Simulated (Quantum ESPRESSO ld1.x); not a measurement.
Problem. Species: the mercury ion Hg+. Configuration: [Xe] 4f14 5d10 6s1. Calculated with ld1.x of Quantum ESPRESSO 7.5: Dirac Kohn-Sham, BLYP, spin-unpolarised, spherical densities, point nucleus. Some entries of the table are withheld. Estimate them.

orbital,occ.,eigenvalue (hartree),r(max) (bohr),<1/r> (bohr^-1)
1s1/2,2,-3052.59,0.01022,97.68
2s1/2,2,(1),0.05934,24.05
2p1/2,2,-518.842,0.04361,23.99
2p3/2,4,-447.231,0.05110,19.41
3s1/2,2,-128.569,0.1670,8.821
3p1/2,2,-118.682,0.1558,(2)
3p3/2,4,-102.820,0.1710,(3)
3d3/2,4,-86.4847,0.1330,7.436
3d5/2,6,-83.0867,0.1372,7.166
4s1/2,2,-28.5142,0.3761,3.737
4p1/2,2,-24.2793,0.3741,3.626
4p3/2,4,-20.4479,0.4053,3.212
4d3/2,4,-13.5360,0.3976,3.011
4d5/2,6,-12.8220,0.4071,2.916
5s1/2,2,-4.66382,0.8281,1.525
4f5/2,6,-3.92685,0.3642,2.553
4f7/2,8,-3.77276,0.3687,2.516
5p1/2,2,(4),0.8729,1.398
5p3/2,4,(5),0.9522,1.244
5d3/2,4,-0.72930,1.142,0.9189
5d5/2,6,-0.66047,1.180,0.8793
6s1/2,1,-0.54263,2.147,0.5050

Solution. 
(1) 2s1/2 eigenvalue (hartree): -540.834
(2) 3p1/2 <1/r> (bohr^-1): 8.730
(3) 3p3/2 <1/r> (bohr^-1): 7.537
(4) 5p1/2 eigenvalue (hartree): -3.26678
(5) 5p3/2 eigenvalue (hartree): -2.59339
